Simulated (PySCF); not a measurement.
A geometry optimisation on `[SiH3]O[SiH2]C#[C][GeH3]`.

Computed with PBE0-D3(BJ)/def2-SVP geometry optimisation, gas phase (PySCF 2.14.0). Start geometry: GFN2-xTB. The input is one job of a driver script: a line of settings, then coordinates in Å.

Input:
```
{"job": {"xc": "PBE0", "basis": "def2-SVP", "d3": "d3bj", "grid": 1, "kind": "geom"}, "charge": 0, "multiplicity": 1}
Si    -3.011749     0.034786     0.203396
O     -1.966087     0.490427    -0.944598
Si    -0.601695     0.968983    -1.676636
C      0.842721     0.601112    -0.570252
C      1.772027     0.347076     0.164283
Ge     3.227821    -0.049036     1.305025
H     -2.461368    -1.144809     0.867732
H     -4.241227    -0.254072    -0.530259
H     -3.164518     1.153181     1.132409
H     -0.713859     2.413418    -1.878775
H     -0.513079     0.174775    -2.901060
H      2.734367    -0.210547     2.704027
H      3.879288    -1.313744     0.853634
H      4.216681     1.068001     1.248909
```

Output:
```
step   0  E = -2810.99516695  max force = 0.023340
step   1  E = -2811.00256304  max force = 0.004347
step   2  E = -2811.00311238  max force = 0.001973
step   3  E = -2811.00317246  max force = 0.001639
step   4  E = -2811.00327179  max force = 0.002048
step   5  E = -2811.00342843  max force = 0.004079
step   6  E = -2811.00360500  max force = 0.004480
step   7  E = -2811.00370699  max force = 0.002617
step   8  E = -2811.00379564  max force = 0.000546
step   9  E = -2811.00379955  max force = 0.000381
optimisation converged
```

Energies in Eh; «max force» is the largest Cartesian gradient component in Eh/bohr.

**Question.** Give the first gradient maximum in eV/Å.

**Answer.** With 1 Eh/bohr = 51.422 eV/Å, 1.200 eV/Å.

**Question.** How much energy does the optimisation release, in eV?

**Answer.** E(step 0) − E(last step) = 0.008633 Eh, which is 0.235 eV.

Main results: final energy -2811.00380 Eh after 9 steps; dipole 1.23 D.

**Question.** Give the final coordinates.

**Answer.** 0.306 Å rms from the input after alignment:
```
atom  x, y, z in Å
Si1   -2.9534    0.2750    0.2884
O2    -2.2263    0.7019   -1.1427
Si3   -0.8196    1.2432   -1.8219
C4     0.5977    0.8131   -0.7366
C5     1.5288    0.5062   -0.0033
Ge6    2.9617    0.0214    1.1531
H7    -2.0534   -0.6086    1.0877
H8    -4.2130   -0.4520   -0.0338
H9    -3.2755    1.4955    1.0868
H10   -0.8669    2.7232   -1.9832
H11   -0.6391    0.5875   -3.1443
H12    2.3881   -0.2274    2.5551
H13    3.6207   -1.2546    0.6112
H14    3.9767    1.1723    1.1874
```

**Question.** How long does this job take on one thread, x86-64 server, shared host?

**Answer.** About 87 s.
Labels such as C1 count atoms from 1, the log's own numbers from 0.
